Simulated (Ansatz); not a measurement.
Two isomers of C4H3F7: A = `FC(F)[C@H](F)[C@@H](F)C(F)(F)F`, B = `FC(F)C(F)(C(F)F)C(F)F`.

Computed with Ansatz on PBE0-D4/def2-TZVP structures; ΔE is electronic, products minus reactants. CCSD(T)/CBS is the MP2 limit (def2-TZVPP, def2-QZVPP) plus CCSD(T) − MP2 in def2-TZVPP, frozen cores. Functionals use def2-TZVPP. B3LYP here is the variant with VWN-RPA as its local correlation; programs differ in this. Each species was taken in one conformer, which may not be the lowest.

Problem. Which isomer does CCSD(T)/CBS put lower? Give the gap. (Best estimate.)

Solution. Computed: A, by 10.8 kcal/mol.

Problem. Give E(B) − E(A) in kcal/mol with BLYP-D4, ωB97M-V, LDA (SPW92), CCSD/def2-TZVPP, MP2/def2-TZVPP, B3LYP-D4, CCSD(T)/def2-SVP. (An estimate is asked.)

Solution. Computed: BLYP-D4 9.8, ωB97M-V 10.7, LDA (SPW92) 10.7, CCSD/def2-TZVPP 10.9, MP2/def2-TZVPP 10.9, B3LYP-D4 10.5, CCSD(T)/def2-SVP 11.0. None reverses the order clearly.

Problem. Does the order hold for the free energy at 298.15 K (harmonic terms from PBE0-D4)? (Best estimate.)

Solution. Computed: Yes: G(B) − G(A) = +11.1 kcal/mol, for one conformer each. Modes under 60 cm⁻¹, often nearly free rotors, make the harmonic entropy too high.

Largest T1 diagnostic: 0.012.

Leaving LDA and LC-ωPBE aside and taking each functional with its dispersion term where it has one, the values, not all of them listed here, spread over 1.8 kcal/mol, from BLYP-D4 to PBE-QIDH. In def2-TZVPP, CCSD(T) changes the Hartree–Fock value by −2.4 kcal/mol (the triples alone add −0.4 kcal/mol) and MP2 by −2.0 kcal/mol.
